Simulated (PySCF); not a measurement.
Atoms are numbered as in `[CH3:1][CH2:2][O:3][C:4](=[O:5])[c:6]1[cH:7][cH:8][c:9]([F:10])[cH:11][cH:12]1`. Each H is labelled by its parent atom.

Relativity neglected, no solvent, equivalent nuclei averaged, one computed conformer. NMR shieldings at PBE0/pcSseg-1/GIAO; geometry: GFN2-xTB; PySCF 2.14.0 with density-fitted response routines.

**Question.** List the cross peaks expected in HSQC, COSY and HMBC spectra.

**Answer.** 

HSQC (one-bond C–H):
```
                 δH              δC
8.58 (H(C7)/H(C12))  139.2 (C7/C12)
7.40 (H(C8)/H(C11))  120.9 (C8/C11)
       4.45 (H(C2))       64.4 (C2)
       1.53 (H(C1))       16.0 (C1)
```

COSY cross peaks (H two or three bonds apart, from the bond graph; peaks can be absent where the dihedral angle is near 90°):
```
                 δH                   δH
8.58 (H(C7)/H(C12))  7.40 (H(C8)/H(C11))
       4.45 (H(C2))         1.53 (H(C1))
```

HMBC (two and three bonds, from the bond graph):
```
                 δH                                                                  δC
8.58 (H(C7)/H(C12))  176.3 (C9), 171.2 (C4), 139.2 (C7/C12), 130.9 (C6), 120.9 (C8/C11)
7.40 (H(C8)/H(C11))              176.3 (C9), 139.2 (C7/C12), 130.9 (C6), 120.9 (C8/C11)
       4.45 (H(C2))                                               171.2 (C4), 16.0 (C1)
       1.53 (H(C1))                                                           64.4 (C2)
```

Referencing at the same level of theory: TMS for ¹H (σref 31.72) and ¹³C (σref 186.93).

Shifts are as computed. Against solution values, carbons near 30 ppm lie about +3 ppm off and those near 130 ppm about +5 ppm. Of 1211 compounds with measured shifts, 218 miss one by over three times the rms of a fit or turn the order of signals round; such compounds aren't used in these exercises.
